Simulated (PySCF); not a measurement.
# Spinor energies of V⁺ (vanadium, charge +1)

Start: [Ar] 3d4; 3d3/2 filled at m_j = -3/2, -1/2, +1/2, +3/2. Calculated with PySCF 2.14 in x2c-SVPall-2c with one added diffuse shell each of s, d type (6s5p4d1f, 48 functions): generalised Hartree-Fock with the X2C-1e Hamiltonian and a Gaussian nucleus; one run each with spin-orbit coupling (SO) switched off, then screened by Boettger's factors.

```json
{"spinor shell": "1s1/2", "electrons": "2", "ε, spin-free (eV)": "-5520.1", "ε, screened SO (eV)": "-5520.1", "weight of nominal j (screened SO)": "1.000", "rms radius, screened SO (bohr)": "0.0768"}
{"spinor shell": "2s1/2", "electrons": "2", "ε, spin-free (eV)": "-657.84", "ε, screened SO (eV)": "-657.83", "weight of nominal j (screened SO)": "1.000", "rms radius, screened SO (bohr)": "0.333"}
{"spinor shell": "2p1/2", "electrons": "2", "ε, spin-free (eV)": "-546.80", "ε, screened SO (eV)": "-551.96", "weight of nominal j (screened SO)": "0.985", "rms radius, screened SO (bohr)": "0.301"}
{"spinor shell": "2p3/2", "electrons": "4", "ε, spin-free (eV)": "-546.80", "ε, screened SO (eV)": "-544.24", "weight of nominal j (screened SO)": "0.992", "rms radius, screened SO (bohr)": "0.304"}
{"spinor shell": "3s1/2", "electrons": "2", "ε, spin-free (eV)": "-89.448", "ε, screened SO (eV)": "-89.441", "weight of nominal j (screened SO)": "1.000", "rms radius, screened SO (bohr)": "1.03"}
{"spinor shell": "3p1/2", "electrons": "2", "ε, spin-free (eV)": "-57.351", "ε, screened SO (eV)": "-58.603", "weight of nominal j (screened SO)": "0.658", "rms radius, screened SO (bohr)": "1.12"}
{"spinor shell": "3p3/2", "electrons": "4", "ε, spin-free (eV)": "-57.351", "ε, screened SO (eV)": "-56.721", "weight of nominal j (screened SO)": "0.829", "rms radius, screened SO (bohr)": "1.12"}
{"spinor shell": "3d3/2", "electrons": "4", "ε, spin-free (eV)": "-15.669", "ε, screened SO (eV)": "-15.671", "weight of nominal j (screened SO)": "0.507", "rms radius, screened SO (bohr)": "1.69"}
```

```json
{"quantity": "E (hartree)", "spin-free": "-947.77905", "screened SO": "-947.78544"}
{"quantity": "M_J", "spin-free": "0", "screened SO": "0"}
{"quantity": "⟨J²⟩", "spin-free": "4.008", "screened SO": "3.962"}
{"quantity": "⟨L²⟩", "spin-free": "6.007", "screened SO": "6.007"}
{"quantity": "⟨S²⟩", "spin-free": "6.000", "screened SO": "6.000"}
```

The determinant has a definite M_J but mixes levels of different J.

Each row is a mean over spinors that exchange with the open shell spreads, by up to 10.190 eV (3p3/2).

Rows whose weight is well below 1 are mixtures of j = l ± 1/2: exchange outweighs spin-orbit coupling there, and the label is only the starting occupation.

Without spin-orbit coupling the j labels of p, d and f shells carry no meaning; the spin-free column gives the mean over the occupied spinors of each nl shell, and its ⟨J²⟩ belongs to a mixture of degenerate components.
